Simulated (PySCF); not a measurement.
# Constants of MgI, step by step

State: ²Σ⁺, doublet, unpaired electrons σ ↑. De refers to Mg + I. ROHF-based CCSD(T) in PySCF 2.14 with Mg cc-pCVDZ, I aug-cc-pVDZ-PP with ECP28 and Mg cc-pCVTZ, I aug-cc-pVTZ-PP with ECP28 (frozen core orbitals: 10; scalar-relativistic core potentials). Correlation energies are extrapolated as n⁻³ (n = 2, 3), Hartree–Fock as (n+1)·exp(−9√n).

```
      Level  Re (Å)  ωe (cm⁻¹)  ωexe (cm⁻¹)  αe (cm⁻¹)  De (eV)
 CCSD(T)/DZ  2.6205      310.3         1.06   0.000624    2.026
 CCSD(T)/TZ  2.5916      318.3         1.10   0.000661    2.129
     HF/CBS  2.6012      316.3         1.02   0.000592    2.084
    MP2/CBS  2.5798      324.3         1.06   0.000656    2.338
   CCSD/CBS  2.5832      321.6         1.09   0.000668    2.089
CCSD(T)/CBS  2.5850      320.0         1.11   0.000675    2.162
```

Problem. How much is left between CCSD(T)/TZ and the basis-set limit, and how much do the triples give at the limit?

Solution. CCSD(T)/CBS less CCSD(T)/TZ: -6.6 mÅ in Re, +1.7 cm⁻¹ in ωe and +0.033 eV in De. CCSD(T)/CBS less CCSD/CBS: +1.8 mÅ in Re, -1.6 cm⁻¹ in ωe and +0.073 eV in De.

The T1 diagnostic is 0.014. The state was picked by a PBE0 search and need not be the measured ground state. Spin–orbit coupling, excitations beyond (T) and corrections to the Born–Oppenheimer picture are left out, and spin–orbit coupling matters for open p, d or f shells this heavy.

The whole job (state search and all basis sets along the bond) took about 5.2 min on 4 threads of Intel Xeon 6975P-C (shared host), peak memory 6.5 GiB.
